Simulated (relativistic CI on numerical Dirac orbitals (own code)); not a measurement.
# Slater and spin-orbit integrals, Pt XXIII

Method of calculation: Dirac-Coulomb-Breit CI, orbitals from a KLI potential per configuration, model QED, unscaled Slater integrals (own radial code, finite nucleus).

Slater integrals F^k, G^k are unscaled and averaged over j, outside the closed core [Ar] 3d10; ζ comes from projecting the Hamiltonian with its Breit term on Σ l·s of the shell.

- 4s2 4p6 4d10 4f10: F^2(4f,4f) = 227610, F^4(4f,4f) = 146950, F^6(4f,4f) = 106990, ζ(4f) = 8929.1 cm⁻¹; <r>(4f) = 0.4505, <r^2>(4f) = 0.2362 (bohr units).
- 4s2 4p6 4d10 4f9 5s: F^2(4f,4f) = 230320, F^4(4f,4f) = 148820, F^6(4f,4f) = 108390, ζ(4f) = 9166.4, G^3(4f,5s) = 35939 cm⁻¹; <r>(4f) = 0.4461, <r^2>(4f) = 0.2315, <r>(5s) = 0.798, <r^2>(5s) = 0.7088 (bohr units).
- 4s2 4p6 4d10 4f8 5s2: F^2(4f,4f) = 233250, F^4(4f,4f) = 150840, F^6(4f,4f) = 109910, ζ(4f) = 9406.4 cm⁻¹; <r>(4f) = 0.4415, <r^2>(4f) = 0.2264 (bohr units).

Averages of the first 10 configurations, taken without configuration mixing, which lowers the lowest level and can move excited configurations by several eV; other configurations of the list can lie among them:

```
       Configuration  Parity  States  Average energy above the lowest level (eV)
   4s2 4p6 4d10 4f10    even    1001                                        16.6
 4s2 4p6 4d10 4f9 5s     odd    4004                                        73.5
4s2 4p6 4d10 4f8 5s2    even    3003                                       139.5
    4s2 4p6 4d9 4f11     odd    3640                                       269.4
    4s2 4p6 4d8 4f12    even    4095                                       524.2
   4s2 4p5 4d10 4f11    even    2184                                       503.8
 4s2 4p6 4d10 4f9 6s     odd    4004                                       316.5
    4s 4p6 4d10 4f11     odd     728                                       683.8
   4s2 4p4 4d10 4f12    even    1365                                       991.5
       4p6 4d10 4f12    even      91                                      1353.6
```
